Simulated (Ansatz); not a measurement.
One change: `[OH][Al]([SH])[Cl]` becomes `C[NH][Al]([OH])[SH]`.

Ansatz, PBE0-D4/def2-TZVP geometries, multiplicity 1. Each molecule was computed in one conformer, which needn't be the lowest.

```json
{"property": "size of the dipole moment (B3LYP/def2-TZVPP) / D", "`[OH][Al]([SH])[Cl]`": "0.96"}
{"property": "HOMO energy (PBE0/def2-TZVPP) / eV", "`[OH][Al]([SH])[Cl]`": "-7.97"}
{"property": "ideal-gas entropy at 298 K and 1 bar (rigid rotor, harmonic PBE0-D4/def2-TZVP) / J/(mol·K)", "`[OH][Al]([SH])[Cl]`": "334"}
{"property": "HOMO energy (PBE/def2-TZVPP) / eV", "`[OH][Al]([SH])[Cl]`": "-6.74"}
{"property": "HOMO energy (ωB97M-V/def2-TZVPP) / eV", "`[OH][Al]([SH])[Cl]`": "-10.16"}
{"property": "HOMO–LUMO gap (ωB97M-V/def2-TZVPP) / eV", "`[OH][Al]([SH])[Cl]`": "11.08"}
```

Task: Give the same properties after the change, and the shifts. (Estimate.)

Result: Ansatz gave: 
```json
{"property": "size of the dipole moment (B3LYP/def2-TZVPP) / D", "`C[NH][Al]([OH])[SH]`": "0.76", "shift": "-0.20"}
{"property": "HOMO energy (PBE0/def2-TZVPP) / eV", "`C[NH][Al]([OH])[SH]`": "-6.73", "shift": "1.24"}
{"property": "ideal-gas entropy at 298 K and 1 bar (rigid rotor, harmonic PBE0-D4/def2-TZVP) / J/(mol·K)", "`C[NH][Al]([OH])[SH]`": "380", "shift": "46"}
{"property": "HOMO energy (PBE/def2-TZVPP) / eV", "`C[NH][Al]([OH])[SH]`": "-5.40", "shift": "1.34"}
{"property": "HOMO energy (ωB97M-V/def2-TZVPP) / eV", "`C[NH][Al]([OH])[SH]`": "-9.06", "shift": "1.10"}
{"property": "HOMO–LUMO gap (ωB97M-V/def2-TZVPP) / eV", "`C[NH][Al]([OH])[SH]`": "10.41", "shift": "-0.67"}
```

With PBE0 the HOMO rises by 1.24 eV and the LUMO rises by 0.53 eV, so the gap narrows by about 0.71 eV. PBE moves the HOMO by 1.34 eV and ωB97M-V by 1.10 eV. The zero-point energy changes by 137.5 kJ/mol with +15 modes. Dipoles are sizes alone; their direction can turn.

B3LYP here is the variant with VWN-RPA as its local correlation; programs differ in this.
